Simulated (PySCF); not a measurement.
**Co⁺: excitation energy**

Co⁺ [Ar] 3d8 (3F) → Co⁺ [Ar] 3d7 4p1 (high-spin determinant), as a difference of total energies. All numbers are calculated (PySCF 2.14, scalar relativity by spin-free X2C-1e, in x2c-QZVPPall (11s7p5d4f2g, 103 functions)). Correlated levels: valence: [Ar] frozen. The calculations carry no spin-orbit coupling.

| method | excitation energy (eV) |
| --- | --- |
| UHF | 3.431 |
| MP2 (valence) | 5.782 |
| SCS-MP2 (valence) | 5.828 |
| CCSD (valence) | 5.223 |
| CCSD(T) (valence) | 5.355 |

Q: How much does correlation contribute at CCSD(T) (valence)?

A: 5.355 − (3.431) = 1.924 eV, measured against UHF.

A first-order spin-orbit estimate (lowest level to lowest level, LS coupling) adds 0.014 eV.

The basis was made for the ground configuration and has no added diffuse functions, so the excitation energy can come out too high.

The determinant of the upper state mixes LS terms, which raises its energy above the lowest term, most at the Hartree-Fock and MP2 levels.
